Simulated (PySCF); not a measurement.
**Correlation energy of Cr (chromium, neutral)**

[Ar] 3d5 4s1, high-spin 7S determinant. All numbers are calculated (PySCF 2.14, the spin-free X2C one-electron Hamiltonian (Gaussian nucleus), in x2c-QZVPPall (11s7p5d3f2g, 96 functions)). Frozen: [Ar]; 6 electrons correlated.

| level | correlation energy (mhartree) |
| --- | --- |
| CCSD | -105.00 |
| (T) | -3.24 |
| CCSD(T) | -108.24 |

Diagnostics: T1 = 0.019, D1 = 0.0393, largest double amplitude 0.021.

Question: Is a single reference adequate?

Answer: Yes: T1 lies below 0.03 and no double amplitude reaches 0.07.
